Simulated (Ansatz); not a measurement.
FGeH$_{3}$OSi, SMILES `[F][GeH]1[O][SiH2]1`, 7 atoms. Total charge 0; spin multiplicity 1. Correlated methods include outer-core shells of Ge, which these sets cover unevenly. Scalar relativity is left out up to krypton. All runs use 2 threads of an Arm Neoverse V1 on a shared host. Correlated methods freeze the cores.

Q: Give the basis size and wall time and peak host memory of each of these runs in Ansatz. RKS PBE0-D4/def2-SVP energy; RKS ωB97M-V/def2-QZVPP energy; RHF-MP2/def2-QZVPP energy; RHF-CCSD(T)/def2-SVP energy; RKS PBE0-D4/def2-QZVPP energy; RKS PBE0-D4/def2-TZVP relaxation (7 steps); RKS PBE0-D4/def2-TZVP frequencies; RKS B97M-V/def2-TZVPP energy; direct RPA on PBE orbitals/def2-TZVPP energy; RKS ωB97M-V/def2-TZVPP energy and forces; RKS ωB97M-V/def2-SVP energy; RKS B3LYP-D4/def2-TZVPP energy and forces. (Best estimate.)

A: Ansatz gave: Other jobs shared the machine, so times are rough.

```json
{"level": "RKS PBE0-D4/def2-SVP", "job": "energy", "functions": "93", "wall time": "1.8 s", "peak host memory (GiB)": "0.18"}
{"level": "RHF-CCSD(T)/def2-SVP", "job": "energy", "functions": "93", "wall time": "6 s", "peak host memory (GiB)": "0.31"}
{"level": "direct RPA on PBE orbitals/def2-TZVPP", "job": "energy", "functions": "194", "wall time": "6 s", "peak host memory (GiB)": "0.36"}
{"level": "RKS B3LYP-D4/def2-TZVPP", "job": "energy and forces", "functions": "194", "wall time": "6.5 s", "peak host memory (GiB)": "0.48"}
{"level": "RKS ωB97M-V/def2-SVP", "job": "energy", "functions": "93", "wall time": "8 s", "peak host memory (GiB)": "0.27"}
{"level": "RKS B97M-V/def2-TZVPP", "job": "energy", "functions": "194", "wall time": "11 s", "peak host memory (GiB)": "0.29"}
{"level": "RKS PBE0-D4/def2-QZVPP", "job": "energy", "functions": "363", "wall time": "12 s", "peak host memory (GiB)": "1.2"}
{"level": "RKS ωB97M-V/def2-TZVPP", "job": "energy and forces", "functions": "194", "wall time": "16 s", "peak host memory (GiB)": "0.61"}
{"level": "RHF-MP2/def2-QZVPP", "job": "energy", "functions": "363", "wall time": "23 s", "peak host memory (GiB)": "1.5"}
{"level": "RKS ωB97M-V/def2-QZVPP", "job": "energy", "functions": "363", "wall time": "27 s", "peak host memory (GiB)": "1.3"}
{"level": "RKS PBE0-D4/def2-TZVP", "job": "relaxation (7 steps)", "functions": "165", "wall time": "33 s", "peak host memory (GiB)": "0.4"}
{"level": "RKS PBE0-D4/def2-TZVP", "job": "frequencies", "functions": "165", "wall time": "120 s", "peak host memory (GiB)": "0.4"}
```

B3LYP here is the variant with VWN-RPA as its local correlation; programs differ in this.
